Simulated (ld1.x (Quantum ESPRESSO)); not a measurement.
# Before and after: TM potential for zirconium

| Quantity | Value |
| --- | --- |
| Element | zirconium (Zr) |
| Generator | ld1.x (Quantum ESPRESSO) 7.5 |
| Type | norm-conserving Troullier–Martins (Kleinman–Bylander form) |
| Functional | PBEsol |
| Relativity | scalar-relativistic |
| Frozen core | [Ar] 3d10 4s2 |
| Valence charge | 10 |
| Reference configuration | 4p6 4d2 5s2 5p0 |
| Partial waves | 4p (bound): rc 1.70 bohr; 4d (bound): rc 2.70 bohr; 5s (bound): rc 3.10 bohr |
| Local potential | the s channel |
| Core correction | a·sin(br)/r model core inside 1.35 bohr |

Change: all radii but the core radius scaled by about 0.76 (s 2.36, p 1.30, d 2.04 bohr).

Cutoffs: the cutoffs (Ry, on a coarse ladder) from which the occupation-weighted sum of valence levels, in a spherical-Bessel basis at the reference potential, stays within 10 and 1 mRy of its value at 400 Ry; they do not see the model core or the augmentation charge, which bear on the density cutoff. Errors are all-electron minus pseudo energies relative to the spin-unpolarised reference configuration.

Predict the effect on cutoff, ghosts and configuration errors.

The potential gets harder (40 Ry and 70 Ry → 60 Ry and 110 Ry); of the 7 tests that both files solve, the error grows in 1 and shrinks in 4 by more than 15 % and 0.3 meV (median size 34.9 → 71.0 meV); neither file shows a bound ghost. A smaller radius makes the pseudo-wave follow the all-electron one further in, where it bends more sharply, so more plane waves are needed.

| quantity | base | changed |
| --- | --- | --- |
| cutoff, loose | 40 Ry | 60 Ry |
| cutoff, tight | 70 Ry | 110 Ry |
| loose cutoff by channel (10 mRy a level) | p 25 Ry, d 21 Ry, s 6 Ry | p 45 Ry, d 25 Ry, s 10 Ry |
| bound ghosts | none | none |
| error for 4p6 4d2 5s1 5p0, meV [ΔE 7.17 eV] | -5.1 | -1.1 |
| error for 4p6 4d2 5s0 5p0, meV [ΔE 20.08 eV] | -35 | -22 |
| error for 4p6 4d1 5s0 5p0, meV [ΔE 42.66 eV] | -34 | -71 |
| error for 4p6 4d2 5s1.5 5p0, meV [ΔE 2.90 eV] | -1.3 | -0.4 |
| error for 4p6 4d2 5s0 5p2, meV [ΔE 6.27 eV] | -1131 | -966 |
| error for 4p6 4d1 5s2 5p1, meV [ΔE 3.02 eV] | -691 | -570 |
| error for 4p6 4d2 5s0 5p1, meV [ΔE 10.92 eV] | -826 | -706 |
